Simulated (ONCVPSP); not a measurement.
**dysprosium (Dy): one change to an ONCV potential, before and after**

ONCVPSP 4.0.1 input, shortened (lines: element, Z, core and valence counts, functional; n l f; lmax; l rc ep ncon nbas qcut; lloc lpopt rc5 dvloc0; l nproj debl; icmod fcfact rcfact), revPBE, scalar-relativistic:

```
  Dy 66.00   10    3  -102130      upf
    1    0    2.00
    2    0    2.00
    2    1    6.00
    3    0    2.00
    3    1    6.00
    3    2   10.00
    4    0    2.00
    4    1    6.00
    4    2   10.00
    4    3    9.00
    5    0    2.00
    5    1    6.00
    5    2    1.00
    3
    0    1.90    0.00    4    8    6.60
    1    2.35    0.00    4    8    6.10
    2    2.85    0.00    5    9    5.10
    3    1.90    0.35    4    7    5.90
    3    5    1.90    0.00
    0    2    2.60
    1    2    2.50
    2    2    2.30
    3    0    3.10
    1    0.25    0.00
```

All-electron outer shells of the reference configuration (revPBE, scalar-relativistic, ld1.x):

```json
{"shell": "5p", "level (eV)": "-42.47", "outermost node (bohr)": "0.67", "outermost maximum (bohr)": "1.30"}
{"shell": "4f", "level (eV)": "-23.17", "outermost node (bohr)": "–", "outermost maximum (bohr)": "0.53"}
{"shell": "5d", "level (eV)": "-15.07", "outermost node (bohr)": "0.76", "outermost maximum (bohr)": "1.82"}
```

Change: core correction none.

Cutoffs: the cutoffs (Ha) at which the residual kinetic energy of the hardest occupied pseudo-wave falls to 1 and 0.1 mHa per electron; they do not see the model core or the augmentation charge, which bear on the density cutoff. Errors are all-electron minus pseudo energies relative to the spin-unpolarised reference configuration.

Problem. Predict the effect on cutoff, ghosts and configuration errors.

Solution. The potential gets neither clearly harder nor softer (15 Ha and 18 Ha → 15 Ha and 18 Ha); both files keep a bound ghost (s); of the 4 tests that both files solve, the error grows in 3 and shrinks in 1 by more than 15 % and 0.3 meV (median size 16.8 → 34.5 meV).

```csv
quantity,base,changed
"cutoff, loose",15 Ha,15 Ha
"cutoff, tight",18 Ha,18 Ha
bound ghosts,s,s
GHOST(+) flags under 300 eV,p at 27.4 eV,p at 27.4 eV
"error for 5s2 5p6 5d1 6s2, meV [ΔE -19.05 eV]",-13,+61
"error for 5s2 5p6 5d1 6s1, meV [ΔE -12.28 eV]",-4.6,+21
"error for 5s2 5p6 5d0, meV [ΔE 19.83 eV]",-55,-25
"error for 5s2 5p6 5d1.5 6s1.5, meV [ΔE -18.04 eV]",-21,+44
s: phases at 1.93 bohr within 0.05 rad from the reference energy up to (Ha; the scan ends near 5),to the end of the scan,to the end of the scan
p: phases at 2.38 bohr within 0.05 rad from the reference energy up to (Ha; the scan ends near 5),4.6,4.6
d: phases at 2.90 bohr within 0.05 rad from the reference energy up to (Ha; the scan ends near 5),4.1,4.1
f: phases at 1.93 bohr within 0.05 rad from the reference energy up to (Ha; the scan ends near 5),0.6,0.6
```

Base: The cutoffs count occupied waves only; projector 1 of the f channel, the hardest unoccupied one, needs 48 Ha at the loose tolerance. Changed file: The cutoffs count occupied waves only; projector 1 of the f channel, the hardest unoccupied one, needs 48 Ha at the loose tolerance. A true bound ghost makes a file unfit for plane-wave use even where its test errors are small: the radial tests pick states by their node count and pass the ghost by.
